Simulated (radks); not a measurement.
Neutral scandium inside a hard spherical wall (all orbitals vanish at R), configuration held at [Ar] 3d1 4s2 and not refilled when levels cross. All-electron calculation, scalar-relativistic Kohn-Sham, PBEsol, spin-polarised, spherical densities, finite nucleus; open shells are filled with parallel spins first; Fermi nuclear charge, rms radius 3.5459 fm. Program: a radial shooting solver on a logarithmic mesh with Libxc functionals. Eigenvalues in eV for spin up, with the zero of energy where the potential of the charges vanishes at infinity; a dash marks a level that is unbound or too diffuse for the functional's potential to be trusted. A positive occupied level is held by the wall or, in an anion where self-interaction has pushed it up, behind a barrier. The pressure on the wall is -dE/dV.

| R (bohr) | E (hartree) | kinetic (hartree) | e(3s) | e(3p) | e(4s) | e(3d) | e(4p, empty) | e(5s, empty) | pressure (GPa) |
|---|---|---|---|---|---|---|---|---|---|
| free | -763.15043 | 768.836 | -55.180 | -33.860 | -4.316 | -3.536 | -1.511 | - | 0 |
| 20 | -763.15043 | 768.836 | -55.180 | -33.860 | -4.316 | -3.536 | -1.511 | - | < 0.0001 |
| 15 | -763.15043 | 768.836 | -55.179 | -33.859 | -4.315 | -3.535 | -1.506 | 0.340 | < 0.0001 |
| 12 | -763.15026 | 768.838 | -55.162 | -33.842 | -4.303 | -3.519 | -1.465 | 1.001 | 0.00291 |
| 10 | -763.14906 | 768.848 | -55.076 | -33.756 | -4.238 | -3.441 | -1.322 | 2.187 | 0.0331 |
| 7 | -763.12193 | 769.003 | -54.120 | -32.811 | -3.414 | -2.584 | 0.040 | 8.490 | 1.36 |
| 6 | -763.07308 | 769.218 | -53.075 | -31.786 | -2.312 | -1.641 | 1.663 | 14.439 | 5.04 |
| 5 | -762.93656 | 769.722 | -51.153 | -29.913 | 0.272 | 0.160 | 5.225 | 26.117 | 20.8 |
| 2.5 | -758.33508 | 784.044 | -30.294 | -8.803 | 60.452 | 24.792 | 73.599 | 198.47 | 3000 |
| 2 | -751.18679 | 804.473 | -9.777 | 13.357 | 133.79 | 49.893 | 148.54 | 364.53 | 13900 |
